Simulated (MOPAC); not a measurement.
A run for MOPAC: PM7 on HfN, 2S+1 = 2, a spin state set in the input, which need not be the lowest, a point of a bond scan (R = 1.720 Å).

```
PM7 1SCF PRECISE CHARGE=0 UHF MS=0.5 THREADS=1
HfN

Hf     0.00000000 1     0.00000000 1     0.00000000 1
N      0.00000000 1     0.00000000 1     1.71988600 1
```

The log:

```
*******************************************************************************
 **                                                                           **
 **                              MOPAC v23.2.5                                **
 **                                                                           **
 *******************************************************************************
 ** MOPAC's Digital Object Identifier: https://doi.org/10.5281/zenodo.6511958 **
 **                                                                           **
 ** Please cite the open-source release paper for use of this MOPAC version:  **
 ** J. E. Moussa and J. J. P. Stewart (2026)                                  **
 ** MOPAC: An open-source semiempirical molecular orbital program             **
 ** J. Open Source Softw., 11(119), 8025, https://doi.org/10.21105/joss.08025 **
 *******************************************************************************

                              PM7 CALCULATION RESULTS

 *******************************************************************************
 *  PM7        - The PM7 Hamiltonian to be used
 *  UHF        - UNRESTRICTED HARTREE-FOCK CALCULATION
 *
 *
 *
 *                 CHARGE ON SYSTEM = 0
 *
 *
 *
 *  MS=        - IN MECI, MAGNETIC COMPONENT OF SPIN =  0.5
 *  PRECISE    - TIGHTER CRITERIA TO BE USED
 *  1SCF       - DO 1 SCF AND THEN STOP
 *  THREADS=1  - MULTI-THREADING NOT USED
 *  T=         - A TIME OF 172800.0 SECONDS REQUESTED
 *  DUMP=N     - RESTART FILE WRITTEN EVERY 7200.0 SECONDS REQUESTED
 *******************************************************************************
PM7 1SCF PRECISE CHARGE=0 UHF MS=0.5 THREADS=1
 HfN

   ATOM   CHEMICAL          X               Y               Z
  NUMBER   SYMBOL      (ANGSTROMS)     (ANGSTROMS)     (ANGSTROMS)

     1      Hf          0.00000000  *   0.00000000  *   0.00000000  *
     2       N          0.00000000  *   0.00000000  *   1.71988600  *



          CARTESIAN COORDINATES

    NO.       ATOM           X           Y           Z

     1        Hf          0.0000      0.0000      0.0000
     2         N          0.0000      0.0000      1.7199

 General Reference for PM7:
 "Optimization of Parameters for Semiempirical Methods VI: More Modifications to the
 NDDO Approximations and Re-optimization of Parameters", J. J. P. Stewart, J. Mol. Mod., 1:32, 19 (2013)
 https://link.springer.com/article/10.1007/s00894-012-1667-x

           Empirical Formula: N Hf  =     2 atoms



      MOLECULAR POINT GROUP   :   C*v


          UHF CALCULATION, NO. OF ALPHA ELECTRONS =    5
                           NO. OF BETA  ELECTRONS =    4

 -------------------------------------------------------------------------------
 PM7 1SCF PRECISE CHARGE=0 UHF MS=0.5 THREADS=1
 HfN



     1SCF WAS SPECIFIED, SO BFGS WAS NOT USED
     SCF FIELD WAS ACHIEVED


                              PM7 CALCULATION
                                                       MOPAC v23.2.5 Linux




          FINAL HEAT OF FORMATION =        132.87802 KCAL/MOL =     555.96164 KJ/MOL


          COSMO AREA              =         89.95 SQUARE ANGSTROMS
          COSMO VOLUME            =         78.33 CUBIC ANGSTROMS

          IONIZATION POTENTIAL    =         11.997448 EV
          ALPHA SOMO LUMO (EV)    =        -11.997 -1.496
          BETA  SOMO LUMO (EV)    =        -12.995 -1.060
          NO. OF ALPHA ELECTRONS  =          5
          NO. OF BETA  ELECTRONS  =          4
          MOLECULAR WEIGHT        =        192.4967         POINT GROUP:  C*v

          MOLECULAR DIMENSIONS (Angstroms)

            Atom       Atom       Distance
            N     2   Hf     1     1.71989
            N     2   Hf     1     0.00000
           Hf     1    N     2     0.00000


          SCF CALCULATIONS        =          1





   ATOM   CHEMICAL          X               Y               Z
  NUMBER   SYMBOL      (ANGSTROMS)     (ANGSTROMS)     (ANGSTROMS)

     1      Hf          0.00000000  *   0.00000000  *   0.00000000  *
     2       N          0.00000000  *   0.00000000  *   1.71988600  *

                             CARTESIAN COORDINATES

   1   Hf        0.000000000     0.000000000     0.000000000
   2    N        0.000000000     0.000000000     1.719886000


           Empirical Formula: N Hf  =     2 atoms



      MOLECULAR POINT GROUP   :   C*v


          ALPHA EIGENVALUES
 -28.31058 -13.84123 -12.61490 -12.61490 -11.99745  -1.49560   1.36626   2.94836
   2.94836   5.43409  33.82029  33.82029  37.21623


           BETA EIGENVALUES
 -31.54061 -14.10394 -12.99455 -12.99455  -1.06021   3.30574   4.16500   4.49446
   4.49446   6.50666  40.07439  40.07439  40.36754


              NET ATOMIC CHARGES AND DIPOLE CONTRIBUTIONS

  ATOM NO.   TYPE          CHARGE      No. of ELECS.   s-Pop       p-Pop       d-Pop
    1         Hf           0.011079        3.9889     1.10698     0.05356     2.82838
    2          N          -0.011079        5.0111     1.74020     3.27088
 DIPOLE           X         Y         Z       TOTAL
 POINT-CHG.     0.000     0.000    -0.092     0.092
 HYBRID         0.000     0.000    -1.844     1.844
 SUM            0.000     0.000    -1.936     1.936


          ATOMIC ORBITAL ELECTRON POPULATIONS

     Atom    s        px        py        pz      x^2-y^2     xz        z^2       yz        xy
    1 Hf   1.10698   0.00392   0.00392   0.04573   1.00000   0.78427   0.25984   0.78427   0.00000
    2  N   1.74020   1.21181   1.21181   0.84726


                    (SZ)    =    0.500000
                    (S**2)  =    1.630520


          ATOMIC ORBITAL SPIN POPULATIONS

    Atom   Total    s     px     py     pz   x^2-y^2  xz     z^2    yz     xy
         Atomic
    1 Hf  2.4389  0.725 -0.001 -0.001 -0.008  1.000  0.344  0.036  0.344  0.000
    2  N -1.4389 -0.069 -0.343 -0.343 -0.684

 **********************
 *                    *
 * JOB ENDED NORMALLY *
 *                    *
 **********************




 == MOPAC DONE ==
```

The run finished. Its determinant has ⟨S²⟩ = 1.63, a mixture of spin states.

Cost: about 0.020 core-seconds (a rough figure).
